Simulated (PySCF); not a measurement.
**Ionisation energy of Re³⁹⁺ by level of theory**

Re³⁹⁺ [Kr] (1S) → Re⁴⁰⁺ [Ar] 3d10 4s2 4p5 (2P), as a difference of total energies. Computed with PySCF 2.14 in an even-tempered Gaussian basis (19 s from 4.1 bohr⁻², ratio 2.5; 14 p from 5.3 bohr⁻², ratio 2.5; 8 d from 9.5 bohr⁻², ratio 2.5; 4 f from 29 bohr⁻², ratio 2.7; 4 g from 44 bohr⁻², ratio 2.7), with the spin-free X2C one-electron Hamiltonian (Gaussian nucleus). Correlated levels: outer shells: [Ne] frozen; virtual orbitals above 40 to 60 times the deepest correlated orbital energy dropped. The calculations carry no spin-orbit coupling.

```tsv
method	ionisation energy (eV)
UHF	1942.2
LDA	1944.0
PBE	1943.5
PBE0	1943.7
r2SCAN	1944.1
B3LYP	1943.8
MN15	1946.3
MP2 (outer shells)	1943.9
SCS-MP2 (outer shells)	1943.6
```

A first-order spin-orbit estimate (lowest level to lowest level, LS coupling) adds -30.693 eV.

Breit and QED terms and the two-electron picture change are absent.

For comparison: 1912 ± 4 eV (theoretical estimate listed by NIST; NIST Atomic Spectra Database, ionization energies).
